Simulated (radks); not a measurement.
The nuclear charge of neutral titanium is varied continuously with 22 electrons held in [Ar] 3d2 4s2. Calculated with a radial shooting solver on a logarithmic mesh with Libxc functionals: scalar-relativistic Kohn-Sham, BLYP, spin-polarised, spherical densities, point nucleus; open shells are filled with parallel spins first. By the Hellmann-Feynman theorem dE/dZ = E(electron-nucleus)/Z, the electronic potential at the nucleus. The scalar-relativistic energy here is not variational (the density holds large components alone), so the two differ by a part that grows with Z.

Z,E (hartree),E(electron-nucleus)/Z (hartree),HOMO,e(HOMO) (eV),<r> HOMO (bohr)
21.75,-830.95063,-90.8894,3d,-2.121,1.738
22,-853.85849,-92.2667,4s,-4.095,3.589
22.25,-877.11055,-93.6388,4s,-5.869,3.377
22.5,-900.70573,-95.0072,4s,-7.815,3.197
22.75,-924.64326,-96.3729,4s,-9.921,3.040
23,-948.92260,-97.7368,4s,-12.179,2.902

The central difference of E at Z = 22 is -92.320 hartree, to compare with the third column; the second derivative is -5.51 hartree.
